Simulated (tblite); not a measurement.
Record of a relaxation.

C₆H₁₃FSSi.
Atom-mapped SMILES: `[CH3:1][S:2]/[C:3](=[CH:4]\[CH:5]([CH3:6])[CH3:7])[SiH2:8][F:9]` (hydrogens: H10, H11, H12 on C1; H13 on C4; H14 on C5; H15, H16, H17 on C6; H18, H19, H20 on C7; H21, H22 on Si8)

Computed with GFN2-xTB (tblite), gas phase: L-BFGS steps from a force-field or distance-geometry start until the largest atomic force falls under 0.01 eV/Å. 8 of its 226 geometries are shown.

Step 0: E = -795.0131 eV, largest atomic force 2.093 eV/Å
```
atom  x, y, z in Å  |  force x, y, z in eV/Å
C1      2.372   -1.399   -0.527   -0.228  -0.270   0.529
S2      1.347   -0.526   -1.764    0.409  -1.070  -0.477
C3      0.734    0.768   -0.771   -1.241   1.047   1.321
C4     -0.348    0.645    0.027    0.131  -0.379  -0.043
C5     -1.201   -0.591    0.286    0.264   0.258  -0.546
C6     -1.166   -0.968    1.758    0.111   0.078   0.713
C7     -2.637   -0.318   -0.171   -0.304  -0.100   0.211
Si8     1.631    2.415   -0.980    0.452  -0.251  -0.907
F9      1.124    3.390    0.183   -0.049   0.185   0.171
H10     1.740   -1.768    0.300    0.183   0.232  -0.404
H11     3.133   -0.737   -0.128   -0.018   0.111  -0.065
H12     2.847   -2.254   -1.002   -0.095   0.128  -0.158
H13    -0.682    1.516    0.609    0.258  -0.339  -0.309
H14    -0.830   -1.450   -0.293    0.092   0.258  -0.014
H15    -0.139   -1.168    2.087   -0.197   0.024  -0.105
H16    -1.763   -1.864    1.958    0.103   0.188  -0.159
H17    -1.556   -0.160    2.396    0.077  -0.186  -0.283
H18    -3.087    0.504    0.391    0.149  -0.030  -0.037
H19    -3.263   -1.203   -0.004    0.217   0.176  -0.066
H20    -2.671   -0.069   -1.227    0.055   0.000  -0.050
H21     1.311    3.033   -2.295    0.060  -0.173   0.582
H22     3.092    2.223   -0.835   -0.431   0.114   0.096
```

Step 32: E = -795.1586 eV, largest atomic force 0.039 eV/Å
```
atom  x, y, z in Å  |  force x, y, z in eV/Å
C1      2.350   -1.372   -0.512    0.007   0.002  -0.002
S2      1.241   -0.622   -1.742   -0.011   0.019  -0.032
C3      0.677    0.775   -0.746   -0.004  -0.001   0.017
C4     -0.364    0.643    0.068   -0.006  -0.016   0.006
C5     -1.194   -0.583    0.282    0.001  -0.009  -0.004
C6     -1.155   -0.979    1.759   -0.005  -0.002   0.009
C7     -2.628   -0.311   -0.174   -0.006   0.004  -0.002
Si8     1.652    2.358   -1.012   -0.009  -0.004   0.001
F9      1.148    3.381    0.130    0.008   0.019   0.001
H10     1.766   -1.729    0.331    0.013   0.003   0.013
H11     3.080   -0.637   -0.188    0.011   0.010   0.010
H12     2.845   -2.204   -1.002    0.005  -0.006  -0.007
H13    -0.659    1.504    0.658    0.003  -0.009  -0.015
H14    -0.790   -1.401   -0.322    0.005  -0.011  -0.008
H15    -0.132   -1.171    2.078    0.000   0.003   0.010
H16    -1.741   -1.879    1.925   -0.011  -0.007  -0.010
H17    -1.562   -0.182    2.378   -0.010   0.011   0.000
H18    -3.061    0.515    0.385    0.003   0.004   0.017
H19    -3.245   -1.194   -0.022    0.002  -0.002   0.012
H20    -2.643   -0.059   -1.232   -0.006   0.009  -0.007
H21     1.331    2.985   -2.283    0.010  -0.004  -0.012
H22     3.074    2.180   -0.759   -0.002  -0.012   0.005
```

Step 64: E = -795.1639 eV, largest atomic force 0.023 eV/Å
```
atom  x, y, z in Å  |  force x, y, z in eV/Å
C1      2.427   -1.319   -0.549    0.001  -0.001  -0.001
S2      1.213   -0.637   -1.721    0.011  -0.004   0.014
C3      0.663    0.760   -0.717    0.002  -0.009   0.005
C4     -0.384    0.638    0.091   -0.005  -0.003   0.000
C5     -1.229   -0.581    0.291    0.010   0.011  -0.006
C6     -1.204   -1.000    1.763    0.005   0.000   0.003
C7     -2.665   -0.295   -0.152    0.000   0.001  -0.004
Si8     1.676    2.315   -1.006   -0.012  -0.016   0.003
F9      1.153    3.417    0.049   -0.014   0.005   0.007
H10     1.912   -1.670    0.341    0.008   0.010  -0.013
H11     3.157   -0.556   -0.292   -0.011  -0.001  -0.009
H12     2.913   -2.150   -1.052   -0.001   0.002   0.002
H13    -0.670    1.502    0.681   -0.010  -0.019  -0.009
H14    -0.830   -1.395   -0.324   -0.002   0.000   0.008
H15    -0.186   -1.187    2.097    0.008   0.005  -0.002
H16    -1.784   -1.909    1.900   -0.005   0.001   0.011
H17    -1.633   -0.218    2.387    0.008   0.000  -0.001
H18    -3.090    0.519    0.431    0.006   0.004  -0.001
H19    -3.279   -1.181   -0.009   -0.014   0.005  -0.003
H20    -2.691   -0.021   -1.204    0.009   0.008  -0.007
H21     1.441    2.865   -2.329   -0.007   0.008  -0.007
H22     3.080    2.123   -0.675    0.014  -0.008   0.009
```

Step 96: E = -795.1684 eV, largest atomic force 0.028 eV/Å
```
atom  x, y, z in Å  |  force x, y, z in eV/Å
C1      2.646   -1.253   -0.654   -0.004   0.011   0.005
S2      1.187   -0.779   -1.633    0.015  -0.003   0.006
C3      0.665    0.650   -0.669   -0.002  -0.001  -0.005
C4     -0.421    0.589    0.095    0.006  -0.008   0.004
C5     -1.319   -0.588    0.301   -0.013  -0.010   0.018
C6     -1.292   -0.994    1.778   -0.005  -0.005   0.007
C7     -2.743   -0.227   -0.128    0.006  -0.008   0.002
Si8     1.679    2.209   -0.947    0.009   0.025   0.008
F9      0.993    3.350   -0.035    0.015  -0.006  -0.012
H10     2.328   -1.543    0.343    0.007   0.007  -0.008
H11     3.347   -0.426   -0.608   -0.009  -0.007  -0.008
H12     3.099   -2.099   -1.162   -0.013   0.000  -0.003
H13    -0.700    1.478    0.649   -0.006   0.007  -0.007
H14    -0.963   -1.425   -0.307   -0.010   0.017  -0.007
H15    -0.279   -1.236    2.092    0.003  -0.004  -0.011
H16    -1.920   -1.868    1.938   -0.009   0.004  -0.001
H17    -1.660   -0.184    2.404   -0.004   0.005  -0.005
H18    -3.126    0.591    0.480    0.002  -0.014  -0.011
H19    -3.399   -1.086   -0.008   -0.003   0.007   0.009
H20    -2.763    0.079   -1.171    0.021  -0.011   0.007
H21     1.587    2.671   -2.322   -0.001  -0.009   0.017
H22     3.041    2.109   -0.436   -0.007   0.002  -0.006
```

Step 129: E = -795.2013 eV, largest atomic force 0.047 eV/Å
```
atom  x, y, z in Å  |  force x, y, z in eV/Å
C1      3.017   -1.006   -0.970    0.008   0.008   0.025
S2      1.217   -1.102   -1.206    0.022  -0.005   0.010
C3      0.686    0.429   -0.463   -0.012   0.009   0.001
C4     -0.491    0.496    0.163    0.016  -0.005   0.002
C5     -1.483   -0.607    0.358    0.000   0.007  -0.005
C6     -1.518   -1.015    1.833   -0.004   0.011   0.003
C7     -2.861   -0.132   -0.107   -0.001   0.002   0.004
Si8     1.738    1.964   -0.750   -0.004   0.007  -0.022
F9      0.832    3.209   -0.276    0.025  -0.010  -0.008
H10     3.235   -0.864    0.086   -0.005  -0.001  -0.047
H11     3.442   -0.200   -1.562   -0.021  -0.008  -0.002
H12     3.416   -1.958   -1.304   -0.008  -0.013  -0.001
H13    -0.780    1.450    0.588   -0.017  -0.012  -0.007
H14    -1.183   -1.474   -0.239   -0.005   0.009  -0.011
H15    -0.579   -1.481    2.119    0.016   0.014   0.007
H16    -2.323   -1.725    2.006    0.004  -0.023   0.005
H17    -1.680   -0.147    2.469   -0.024   0.028  -0.001
H18    -3.158    0.764    0.434    0.007   0.002   0.009
H19    -3.610   -0.901    0.070    0.018  -0.026  -0.023
H20    -2.842    0.097   -1.171   -0.008   0.003   0.012
H21     1.990    2.179   -2.170   -0.006   0.006   0.044
H22     2.926    2.041    0.090   -0.001  -0.004   0.007
```

Step 161: E = -795.2150 eV, largest atomic force 0.032 eV/Å
```
atom  x, y, z in Å  |  force x, y, z in eV/Å
C1      3.044   -0.986   -1.092   -0.005   0.009   0.007
S2      1.243   -1.190   -0.973    0.012  -0.007   0.007
C3      0.697    0.401   -0.388   -0.010   0.000   0.008
C4     -0.518    0.512    0.157    0.008   0.009  -0.006
C5     -1.504   -0.592    0.368   -0.007   0.002  -0.010
C6     -1.558   -0.956    1.854    0.000   0.002   0.009
C7     -2.884   -0.161   -0.128   -0.006  -0.007  -0.007
Si8     1.787    1.913   -0.645   -0.014   0.002   0.003
F9      0.885    3.178   -0.221    0.007   0.001  -0.004
H10     3.438   -0.653   -0.137    0.004  -0.009  -0.030
H11     3.301   -0.289   -1.884   -0.004   0.006   0.021
H12     3.434   -1.971   -1.329    0.004  -0.006  -0.001
H13    -0.840    1.489    0.493    0.001   0.002   0.011
H14    -1.179   -1.471   -0.197    0.001  -0.007  -0.009
H15    -0.583   -1.296    2.196   -0.001   0.003   0.004
H16    -2.280   -1.754    2.018    0.001   0.005   0.007
H17    -1.853   -0.092    2.446    0.002  -0.002   0.001
H18    -3.244    0.692    0.445    0.004  -0.020  -0.010
H19    -3.593   -0.978   -0.018   -0.012   0.020  -0.002
H20    -2.839    0.122   -1.177   -0.005  -0.012   0.007
H21     2.109    2.130   -2.048    0.005   0.013   0.000
H22     2.929    1.971    0.257    0.016  -0.005  -0.005
```

Step 193: E = -795.2235 eV, largest atomic force 0.021 eV/Å
```
atom  x, y, z in Å  |  force x, y, z in eV/Å
C1      3.014   -0.972   -1.253   -0.013   0.002   0.013
S2      1.394   -1.260   -0.482   -0.012   0.004   0.009
C3      0.738    0.378   -0.253   -0.004   0.011   0.007
C4     -0.541    0.519    0.111    0.005  -0.003  -0.012
C5     -1.509   -0.592    0.371    0.005   0.001  -0.005
C6     -1.607   -0.825    1.883   -0.003   0.002   0.008
C7     -2.884   -0.263   -0.210    0.002   0.003   0.002
Si8     1.855    1.878   -0.459    0.000  -0.011   0.000
F9      1.006    3.137    0.073   -0.004   0.005  -0.014
H10     3.679   -0.468   -0.560   -0.003  -0.004  -0.007
H11     2.898   -0.397   -2.166   -0.003  -0.012  -0.005
H12     3.403   -1.959   -1.484    0.004   0.002  -0.013
H13    -0.922    1.519    0.270    0.002  -0.010   0.001
H14    -1.125   -1.506   -0.095   -0.008  -0.016  -0.008
H15    -0.632   -1.081    2.289   -0.006  -0.003  -0.006
H16    -2.297   -1.638    2.095    0.000  -0.001   0.002
H17    -1.966    0.075    2.379   -0.001  -0.003   0.008
H18    -3.280    0.644    0.242    0.007   0.001  -0.003
H19    -3.579   -1.076   -0.014    0.008   0.001  -0.005
H20    -2.822   -0.115   -1.286    0.015   0.002   0.015
H21     2.140    2.183   -1.855    0.013   0.008   0.012
H22     3.028    1.836    0.403   -0.004   0.019   0.002
```

Step 225: E = -795.2309 eV, largest atomic force 0.009 eV/Å
```
atom  x, y, z in Å  |  force x, y, z in eV/Å
C1      2.936   -0.975   -1.351   -0.004   0.003   0.001
S2      1.475   -1.241   -0.304    0.004  -0.004  -0.002
C3      0.772    0.389   -0.182   -0.002   0.002  -0.002
C4     -0.521    0.517    0.134    0.001   0.001   0.004
C5     -1.482   -0.600    0.389   -0.004   0.001  -0.004
C6     -1.632   -0.808    1.900    0.003   0.001  -0.001
C7     -2.836   -0.292   -0.248   -0.004   0.000  -0.002
Si8     1.889    1.893   -0.362    0.004   0.003   0.008
F9      0.973    3.165    0.001    0.004   0.000   0.001
H10     3.673   -0.371   -0.832   -0.003   0.001   0.000
H11     2.639   -0.506   -2.284   -0.002  -0.005  -0.001
H12     3.340   -1.964   -1.548    0.005   0.001   0.003
H13    -0.924    1.515    0.244   -0.001   0.000   0.001
H14    -1.074   -1.520   -0.045   -0.003  -0.003  -0.003
H15    -0.669   -1.048    2.344    0.005  -0.002  -0.003
H16    -2.321   -1.627    2.099   -0.001   0.005  -0.001
H17    -2.018    0.094    2.370   -0.001   0.000  -0.002
H18    -3.257    0.617    0.176    0.000  -0.007   0.000
H19    -3.531   -1.110   -0.072    0.001   0.002   0.001
H20    -2.730   -0.155   -1.322    0.000   0.001   0.004
H21     2.328    2.144   -1.728   -0.003  -0.005  -0.001
H22     2.963    1.901    0.622   -0.001   0.003  -0.002
```

Task: Summarise the path.

Result: The energy falls by 0.2178 eV from step 0 to step 225; nine tenths of that is first reached at step 141. It rises by more than 0.2 meV at steps 109, 112 and 115. The largest force goes from 2.093 to 0.009 eV/Å. Among the bonds S2–C3 changes most, from 1.743 to 1.779 Å; the atoms move by 1.038 Å rms after alignment.

The cost below is that of the whole relaxation. The run took 2.4 s on one thread of an Arm Neoverse V1 (shared host).
